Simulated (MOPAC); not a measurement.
Input for MOPAC: AM1 on C2H8S (a complex), monomers drawn apart or pushed together.

```
AM1 1SCF PRECISE CHARGE=0 THREADS=1
C2H8S

S      0.14783482 1     0.12317471 1    -0.19878010 1
H      0.90338942 1     0.48977931 1     0.84802223 1
H     -0.29284410 1    -0.97515933 1     0.43460213 1
C     -0.94519741 1    -0.30451885 1     6.12256108 1
C      0.58044472 1    -0.26956051 1     6.13004835 1
H     -1.34437024 1    -0.02579754 1     5.14568783 1
H     -1.35950549 1     0.38909800 1     6.85662660 1
H     -1.31987801 1    -1.30134338 1     6.36373533 1
H      1.00061033 1    -0.97583102 1     5.41057525 1
H      0.98036585 1    -0.52997441 1     7.11184775 1
H      0.95568035 1     0.72487611 1     5.87798616 1
```

Program output:

```
*******************************************************************************
 **                                                                           **
 **                              MOPAC v23.2.5                                **
 **                                                                           **
 *******************************************************************************
 ** MOPAC's Digital Object Identifier: https://doi.org/10.5281/zenodo.6511958 **
 **                                                                           **
 ** Please cite the open-source release paper for use of this MOPAC version:  **
 ** J. E. Moussa and J. J. P. Stewart (2026)                                  **
 ** MOPAC: An open-source semiempirical molecular orbital program             **
 ** J. Open Source Softw., 11(119), 8025, https://doi.org/10.21105/joss.08025 **
 *******************************************************************************

                              AM1 CALCULATION RESULTS

 *******************************************************************************
 *  AM1        - The AM1 Hamiltonian to be used
 *
 *
 *
 *                 CHARGE ON SYSTEM = 0
 *
 *
 *
 *  PRECISE    - TIGHTER CRITERIA TO BE USED
 *  1SCF       - DO 1 SCF AND THEN STOP
 *  THREADS=1  - MULTI-THREADING NOT USED
 *  T=         - A TIME OF 172800.0 SECONDS REQUESTED
 *  DUMP=N     - RESTART FILE WRITTEN EVERY 7200.0 SECONDS REQUESTED
 *******************************************************************************
AM1 1SCF PRECISE CHARGE=0 THREADS=1
 C2H8S

   ATOM   CHEMICAL          X               Y               Z
  NUMBER   SYMBOL      (ANGSTROMS)     (ANGSTROMS)     (ANGSTROMS)

     1       S          0.14783482  *   0.12317471  *  -0.19878010  *
     2       H          0.90338942  *   0.48977931  *   0.84802223  *
     3       H         -0.29284410  *  -0.97515933  *   0.43460213  *
     4       C         -0.94519741  *  -0.30451885  *   6.12256108  *
     5       C          0.58044472  *  -0.26956051  *   6.13004835  *
     6       H         -1.34437024  *  -0.02579754  *   5.14568783  *
     7       H         -1.35950549  *   0.38909800  *   6.85662660  *
     8       H         -1.31987801  *  -1.30134338  *   6.36373533  *
     9       H          1.00061033  *  -0.97583102  *   5.41057525  *
    10       H          0.98036585  *  -0.52997441  *   7.11184775  *
    11       H          0.95568035  *   0.72487611  *   5.87798616  *



          CARTESIAN COORDINATES

    NO.       ATOM           X           Y           Z

     1         S          0.1478      0.1232     -0.1988
     2         H          0.9034      0.4898      0.8480
     3         H         -0.2928     -0.9752      0.4346
     4         C         -0.9452     -0.3045      6.1226
     5         C          0.5804     -0.2696      6.1300
     6         H         -1.3444     -0.0258      5.1457
     7         H         -1.3595      0.3891      6.8566
     8         H         -1.3199     -1.3013      6.3637
     9         H          1.0006     -0.9758      5.4106
    10         H          0.9804     -0.5300      7.1118
    11         H          0.9557      0.7249      5.8780

  H: (AM1): M.J.S. DEWAR ET AL, J. AM. CHEM. SOC. 107 3902-3909 (1985)
  C: (AM1): M.J.S. DEWAR ET AL, J. AM. CHEM. SOC. 107 3902-3909 (1985)
  S: (AM1): M.J.S. DEWAR, Y-C YUAN, INORGANIC CHEMISTRY, 29, 3881:3890,  (1990)

           Empirical Formula: C2 H8 S  =    11 atoms



      MOLECULAR POINT GROUP   :   C1


      RHF CALCULATION, NO. OF DOUBLY OCCUPIED LEVELS = 11


 -------------------------------------------------------------------------------
 AM1 1SCF PRECISE CHARGE=0 THREADS=1
 C2H8S



     1SCF WAS SPECIFIED, SO BFGS WAS NOT USED
     SCF FIELD WAS ACHIEVED


                              AM1 CALCULATION
                                                       MOPAC v23.2.5 Linux




          FINAL HEAT OF FORMATION =        -13.96824 KCAL/MOL =     -58.44311 KJ/MOL


          COSMO AREA              =        137.23 SQUARE ANGSTROMS
          COSMO VOLUME            =        104.30 CUBIC ANGSTROMS

          IONIZATION POTENTIAL    =          9.483721 EV
          HOMO LUMO ENERGIES (EV) =         -9.484  0.939
          NO. OF FILLED LEVELS    =         11
          MOLECULAR WEIGHT        =         64.1452         POINT GROUP:  C1

          MOLECULAR DIMENSIONS (Angstroms)

            Atom       Atom       Distance
            H    10    S     1     7.38681
            H     2    H     8     3.12625
            H     3    H     7     2.48841


          SCF CALCULATIONS        =          1





   ATOM   CHEMICAL          X               Y               Z
  NUMBER   SYMBOL      (ANGSTROMS)     (ANGSTROMS)     (ANGSTROMS)

     1       S          0.14783482  *   0.12317471  *  -0.19878010  *
     2       H          0.90338942  *   0.48977931  *   0.84802223  *
     3       H         -0.29284410  *  -0.97515933  *   0.43460213  *
     4       C         -0.94519741  *  -0.30451885  *   6.12256108  *
     5       C          0.58044472  *  -0.26956051  *   6.13004835  *
     6       H         -1.34437024  *  -0.02579754  *   5.14568783  *
     7       H         -1.35950549  *   0.38909800  *   6.85662660  *
     8       H         -1.31987801  *  -1.30134338  *   6.36373533  *
     9       H          1.00061033  *  -0.97583102  *   5.41057525  *
    10       H          0.98036585  *  -0.52997441  *   7.11184775  *
    11       H          0.95568035  *   0.72487611  *   5.87798616  *

                             CARTESIAN COORDINATES

   1    S        0.147834820     0.123174710    -0.198780100
   2    H        0.903389420     0.489779310     0.848022230
   3    H       -0.292844100    -0.975159330     0.434602130
   4    C       -0.945197410    -0.304518850     6.122561080
   5    C        0.580444720    -0.269560510     6.130048350
   6    H       -1.344370240    -0.025797540     5.145687830
   7    H       -1.359505490     0.389098000     6.856626600
   8    H       -1.319878010    -1.301343380     6.363735330
   9    H        1.000610330    -0.975831020     5.410575250
  10    H        0.980365850    -0.529974410     7.111847750
  11    H        0.955680350     0.724876110     5.877986160


           Empirical Formula: C2 H8 S  =    11 atoms



      MOLECULAR POINT GROUP   :   C1


                  EIGENVALUES
 -33.42231 -24.24756 -19.62379 -15.15174 -15.02646 -15.01729 -13.31008 -12.30723
 -12.05960 -12.05411  -9.48372   0.93902   1.55577   4.10887   4.11788   4.46496
   4.93981   4.98615   4.98904   5.32527


              NET ATOMIC CHARGES AND DIPOLE CONTRIBUTIONS

  ATOM NO.   TYPE          CHARGE      No. of ELECS.   s-Pop       p-Pop
    1          S          -0.107747        6.1077     1.89228     4.21547
    2          H           0.053864        0.9461     0.94614
    3          H           0.053883        0.9461     0.94612
    4          C          -0.208038        4.2080     1.21446     2.99358
    5          C          -0.208330        4.2083     1.21467     2.99366
    6          H           0.068101        0.9319     0.93190
    7          H           0.071194        0.9288     0.92881
    8          H           0.070194        0.9298     0.92981
    9          H           0.066769        0.9332     0.93323
   10          H           0.070892        0.9291     0.92911
   11          H           0.069218        0.9308     0.93078
 DIPOLE           X         Y         Z       TOTAL
 POINT-CHG.     0.068    -0.182     0.467     0.506
 HYBRID         0.243    -0.553     1.268     1.405
 SUM            0.311    -0.735     1.736     1.910


          ATOMIC ORBITAL ELECTRON POPULATIONS

     Atom    s        px        py        pz
    1  S   1.89228   1.62785   1.34406   1.24356
    2  H   0.94614
    3  H   0.94612
    4  C   1.21446   0.95542   1.01971   1.01845
    5  C   1.21467   0.95689   1.01693   1.01984
    6  H   0.93190
    7  H   0.92881
    8  H   0.92981
    9  H   0.93323
   10  H   0.92911
   11  H   0.93078

 **********************
 *                    *
 * JOB ENDED NORMALLY *
 *                    *
 **********************




 == MOPAC DONE ==
```

The run finished.

Cost: about 0.020 core-seconds (a rough figure).
